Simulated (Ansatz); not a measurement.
Consider the ligand exchange at the Si–Br bond: `C[Si]Br` + H–F → `C[Si]F` + HBr.

Calculated with Ansatz (gas phase, PBE0-D4/def2-TZVP geometries, no zero-point term in ΔE). CCSD(T)/CBS adds triple-zeta CCSD(T) − MP2 to the extrapolated MP2 energy (def2 sets, frozen cores). This one scheme is used for every species. Functionals use def2-TZVPP. B3LYP here is the variant with VWN-RPA as its local correlation; programs differ in this. HSE06 is defined as in plane-wave codes. For Br outer-core shells are correlated without core-valence functions, which leaves a few kJ/mol of doubt a bond. Scalar relativity is left out up to krypton.

`C[Si]Br`:

Cartesian coordinates in Å:
```
C 0.218 -0.314 -0.489
Si -0.789 -0.527 1.093
Br -0.700 1.612 1.829
H -0.266 0.414 -1.150
H 0.321 -1.263 -1.022
H 1.215 0.079 -0.262
```

H–F:

```xyz
2

F     0.202   -0.317    0.265
H    -0.202    0.317   -0.265
```

`C[Si]F`:

```xyz
6

C    -0.341   -0.358   -0.243
Si    0.123    0.680    1.263
F     1.469    1.361    0.672
H    -1.250   -0.943   -0.088
H    -0.484    0.297   -1.112
H     0.483   -1.038   -0.493
```

HBr:

Z-matrix (Å, degrees):
```
Br
H 1 1.420
```

| level | ΔE (kcal/mol) | difference from CCSD(T)/CBS |
| --- | --- | --- |
| LDA (SPW92) | -6.6 | -0.2 |
| PBE-D4 | -5.2 | 1.2 |
| revPBE-D4 | -4.6 | 1.8 |
| r2SCAN-D4 | -7.1 | -0.7 |
| B97M-V | -9.4 | -3.0 |
| B3LYP-D4 | -7.8 | -1.4 |
| r2SCANh-D4 | -6.8 | -0.4 |
| r2SCAN0-D4 | -6.3 | 0.1 |
| HSE06-D4 | -4.8 | 1.6 |
| BHLYP-D4 | -7.9 | -1.5 |
| CAM-B3LYP-D4 | -10.3 | -3.9 |
| ωB97X-V | -8.9 | -2.5 |
| ωB97M-V | -8.3 | -1.9 |
| PBE-QIDH | -5.7 | 0.7 |
| PBE | -6.1 | 0.3 |
| revPBE | -6.0 | 0.4 |
| BLYP | -9.8 | -3.4 |
| r2SCAN | -7.3 | -0.9 |
| PBE0 | -5.8 | 0.6 |
| B3LYP | -9.3 | -2.9 |
| r2SCANh | -7.0 | -0.6 |
| r2SCAN0 | -6.6 | -0.2 |
| HSE06 | -5.6 | 0.8 |
| BHLYP | -9.6 | -3.2 |
| LC-ωPBE | -9.1 | -2.7 |
| HF/def2-SVP | -8.8 | -2.4 |
| MP2/def2-SVP | -7.3 | -0.9 |
| CCSD/def2-SVP | -8.8 | -2.4 |
| CCSD(T)/def2-SVP | -8.4 | -2.0 |
| HF/def2-TZVPP | -9.9 | -3.5 |
| MP2/def2-TZVPP | -6.1 | 0.3 |
| SCS-MP2/def2-TZVPP | -7.9 | -1.5 |
| CCSD/def2-TZVPP | -8.3 | -1.9 |
| CCSD(T)/def2-TZVPP | -7.6 | -1.2 |
| HF/def2-QZVPP | -10.7 | -4.3 |
| MP2/def2-QZVPP | -5.6 | 0.8 |
| SCS-MP2/def2-QZVPP | -7.5 | -1.1 |
| HF/CBS(def2) | -10.8 | -4.4 |
| MP2/CBS(def2) | -4.9 | 1.5 |
| CCSD/CBS(def2) | -7.1 | -0.7 |
| CCSD(T)/CBS | -6.4 | 0 |

Largest T1 diagnostic among the species: 0.014.

From r2SCAN to r2SCAN0 (25 % exact exchange), in def2-TZVPP and without D4, ΔE moves by +0.7 kcal/mol. In def2-TZVPP, CCSD(T) changes the Hartree–Fock value by +2.3 kcal/mol (the triples alone add +0.7 kcal/mol) and MP2 by +3.9 kcal/mol. The D4 term adds +1.5 kcal/mol with B3LYP and +0.8 kcal/mol with PBE0; it sums over pairs of atoms, weighted by their polarisabilities, and B3LYP, whose exchange is more repulsive, gets the larger term.
